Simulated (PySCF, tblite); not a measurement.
Species: C7H12OP2.
Atom-mapped SMILES: `[CH3:1][CH:2]([CH3:3])[P:4]([PH2:5])[c:6]1[cH:7][cH:8][cH:9][o:10]1` (hydrogens: H11, H12, H13 on C1; H14 on C2; H15, H16, H17 on C3; H18, H19 on P5; H20 on C7; H21 on C8; H22 on C9)

The geometry is computed with GFN2-xTB (gas phase).

Problem. What internal coordinates does the optimisation give?

Solution. 
| bond | length (Å) |
| --- | --- |
| C1–C2, C2–C3 | 1.523 |
| C2–P4 | 1.890 |
| P4–P5 | 2.169 |
| P4–C6 | 1.813 |
| C6–C7 | 1.367 |
| C7–C8 | 1.414 |
| C8–C9 | 1.361 |
| C9–O10 | 1.340 |
| C6–O10 | 1.352 |
| C1–H11 and 5 like bonds | 1.089 |
| C2–H14 | 1.097 |
| P5–H18, P5–H19 | 1.395 |
| C7–H20 | 1.071 |
| C8–H21 | 1.071 |
| C9–H22 | 1.072 |

Bonds in one row agree within 0.01 Å and their mean is given. A selection of angles:
| angle | degrees |
| --- | --- |
| C1–C2–C3 | 111.3 |
| C1–C2–P4 | 109.5 |
| C2–P4–P5 | 97.9 |
| C2–P4–C6 | 97.7 |
| P5–P4–C6 | 93.0 |
| P4–C6–C7 | 133.6 |
| P4–C6–O10 | 116.6 |
| C7–C6–O10 | 109.8 |
| C6–C7–C8 | 106.1 |
| C7–C8–C9 | 106.1 |
| C8–C9–O10 | 110.5 |
| C6–O10–C9 | 107.5 |

Torsions: C1–C2–P4–P5 66° (synclinal); C2–P4–C6–C7 92° (anticlinal). The mirror-image conformer, all signs reversed, is as good.

Of the pairs four or more bonds apart, P5···H12 is among the closest relative to their van der Waals radii: 2.81 Å, 94 % of the sum of Bondi's values. P5 (three-coordinate phosphorus) is pyramidal (angles 92.9°, 92.2° and 91.7°, sum 276.9°, 0.86 Å off the plane of its three neighbours). The 5-membered ring C6–C7–C8–C9–O10 has internal angles of 106.1° to 110.5° (sum 540°, against 540° for a flat polygon); it is planar, 0.00 Å rms from its mean plane, widest ring torsion 1°. The 2 C–P bonds span 1.813 Å (P4–C6, drawn single) to 1.890 Å (C2–P4, drawn single), a spread of 0.077 Å. P4 (three-coordinate phosphorus) is pyramidal (angles 97.9°, 97.7° and 93.0°, sum 288.6°, 0.99 Å off the plane of its three neighbours). The C–C distances run from 1.361 Å (C8–C9, aromatic) to 1.524 Å (C2–C3, drawn single), a spread of 0.163 Å.

Point group: C1 (no symmetry element, even within 0.4 Å). Its GFN2-xTB frequencies are all real (lowest 38 cm⁻¹). The numbers are those of one conformer (C1–C2–P4–P5 66°, C2–P4–P5–H 170° and -98°, C2–P4–C6–C7 92°).
